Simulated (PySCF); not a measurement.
Q: Give a PBE0-D3(BJ)/def2-SVP geometry of `CBCB(F)Cl`.

A: 
```
atom  x, y, z in Å
C1    -1.6089    0.1832   -0.4701
B2    -0.5856   -0.3177    0.5948
C3     0.8302    0.3358    0.7977
B4     1.7222   -0.2671   -0.3243
F5     2.4512   -1.3470   -0.1122
Cl6    1.7639    0.3929   -1.9588
H7    -2.5977    0.3398   -0.0054
H8    -1.7719   -0.6345   -1.1972
H9    -1.3159    1.0858   -1.0246
H10   -0.8671   -1.2954    1.2574
H11    1.2662    0.0841    1.7754
H12    0.7653    1.4235    0.6376
```

Orientation and origin are arbitrary. Atoms count from 1 in this order. B2 (three-coordinate boron) is planar (angles 123.1°, 118.6° and 118.2°, sum 359.9°, 0.02 Å off the plane of its three neighbours). B4 (three-coordinate boron) is planar (angles 122.5°, 121.2° and 116.2°, sum 359.9°, 0.02 Å off the plane of its three neighbours).

Bonds between heavy atoms (Å): C1–B2 1.560, B2–C3 1.573, C3–B4 1.555, B4–F5 1.320, B4–Cl6 1.763.

Theory: PySCF 2.14.0, PBE0-D3(BJ)/def2-SVP geometry optimisation, gas phase.

Point group: C1 (no symmetry element, even within 0.4 Å). No frequency check. One conformer, not necessarily the lowest (C1–B2–C3–B4 -80°, B2–C3–B4–F5 -93°).

Hardware: an Arm Neoverse V2 with one thread (shared host). Cost: 52 s, 0.51 GiB resident at most. These figures are those of the optimisation.
